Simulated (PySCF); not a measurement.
Li(Me), CH3Li, SMILES [Li][CH3] (B3LYP/def2-SVP optimised geometry):

```
5

Li    -1.194    -1.375    -1.490
C     -0.409    -0.345     0.000
H     -0.700    -0.726     1.001
H     -0.700     0.726     0.000
H      0.700    -0.345     0.000
```

Calculation: B3LYP/def2-TZVP (PySCF).

Question: What are the frontier orbital energies and the dipole moment?

Answer: HOMO-2 -8.49 eV, HOMO-1 -8.49 eV, HOMO -4.87 eV, LUMO -1.34 eV, LUMO+1 0.56 eV; dipole moment 5.62 D.

Meta-Löwdin charges at B3LYP/def2-TZVP: Li1 0.67, C2 -0.91, H3 0.08, H4 0.08, H5 0.08.
